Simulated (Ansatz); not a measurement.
`C/C(Cl)=C/F` and `C/C(Cl)=C(\F)[SiH3]` differ in one atom or group (the configuration at the double bond changes too).

Ansatz, PBE0-D4/def2-TZVP geometries, multiplicity 1. 

| property | `C/C(Cl)=C/F` |
| --- | --- |
| HOMO–LUMO gap (B3LYP/def2-TZVPP) / eV | 6.87 |
| LUMO energy (ωB97M-V/def2-TZVPP) / eV | 2.34 |
| HOMO–LUMO gap (PBE/def2-TZVPP) / eV | 5.12 |
| HOMO energy (PBE/def2-TZVPP) / eV | -5.92 |
| HOMO energy (PBE0/def2-TZVPP) / eV | -7.15 |
| HOMO energy (ωB97M-V/def2-TZVPP) / eV | -9.34 |

Q: What does the change do to each property? (Estimate.)

A: Computed: 
| property | `C/C(Cl)=C(\F)[SiH3]` | shift |
| --- | --- | --- |
| HOMO–LUMO gap (B3LYP/def2-TZVPP) / eV | 6.18 | -0.69 |
| LUMO energy (ωB97M-V/def2-TZVPP) / eV | 1.46 | -0.88 |
| HOMO–LUMO gap (PBE/def2-TZVPP) / eV | 4.49 | -0.63 |
| HOMO energy (PBE/def2-TZVPP) / eV | -5.97 | -0.05 |
| HOMO energy (PBE0/def2-TZVPP) / eV | -7.18 | -0.03 |
| HOMO energy (ωB97M-V/def2-TZVPP) / eV | -9.35 | -0.01 |

B3LYP here is the variant with VWN-RPA as its local correlation; programs differ in this.
